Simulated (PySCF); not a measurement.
B3LYP has the VWN-RPA correlation part, as in Gaussian. Excitations are Tamm–Dancoff values on a coarser integration grid. The basis has no diffuse functions, so Rydberg states are missing or too high.

# H₃BO₃, SMILES `OB(O)O` (charge 0, multiplicity 1)

Method: PySCF 2.14.0 with B3LYP-D3(BJ)/def2-TZVP // PBE0-D4/def2-TZVP.

The HOMO comes out as -9.05 eV and the dipole moment comes out as 0.00 D. The HOMO–LUMO gap is 9.23 eV and the LUMO is 0.19 eV. The S1 excitation (TDA) is 8.04 eV and the S1 oscillator strength is 0.000. The T1 excitation (TDA) comes out as 7.75 eV and the S1–T1 gap (TDA) is 0.29 eV. The total energy comes out as -6874.10 eV and the cost is very roughly 30 core-seconds.

```xyz
7

O     -0.7439     0.9907     0.5756
B      0.0000     0.0000     0.0000
O     -0.6198    -1.0714    -0.5780
O      1.3637     0.0807     0.0024
H     -0.1968     1.6863     0.9464
H     -1.5757    -1.0143    -0.5162
H      1.7724    -0.6721    -0.4300
```
Charge 0, spin multiplicity 1.
